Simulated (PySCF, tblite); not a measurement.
Isomers of C7H8NO (doublet state), one GFN2-xTB conformer each. Single-point energies are computed at B3LYP/pcH-1 (PySCF, gas phase, no added dispersion term), electronic only. GFN2-xTB treats the open shell by occupation alone, and not every SCF solution was tested for stability.

Problem. Rank them by B3LYP/pcH-1 energy, lowest first (kcal/mol).
A. `[CH:1]#[C:2][C@H:3]1[CH2:4][CH:5][NH:6][C:7](=[O:8])[CH2:9]1` (doublet state) with C2–C3–C4–C5 176°, C3–C4–C5–N6 -26°, C4–C5–N6–C7 -1°, C5–N6–C7–O8 179°
B. `[CH:1]#[C:2][C:3](=[O:4])[N:5][CH2:6][CH:7]1[CH2:8][CH2:9]1` (doublet state) with C2–C3–N5–C6 180°, C3–N5–C6–C7 -55°, N5–C6–C7–C8 -85°

Solution. A (0.0), B (51.7).

As drawn, the lower has an N–H bond, which the higher lacks; the higher has a three-membered ring, which the lower lacks. GFN2-xTB itself gives, in the same order: 0.0, 40.8. Both levels put the same isomer lowest.

Problem. What happens when harmonic zero-point energies from GFN2-xTB frequencies are added?

Solution. 
```csv
SMILES,ZPE (kcal/mol),electronic (kcal/mol),with ZPE (kcal/mol)
C#C[C@H]1C[CH]NC(=O)C1,82.4,0.0,0.0
C#CC(=O)[N]CC1CC1,80.8,51.7,50.1
```

The zero-point energies span 1.6 kcal/mol. The order is unchanged.
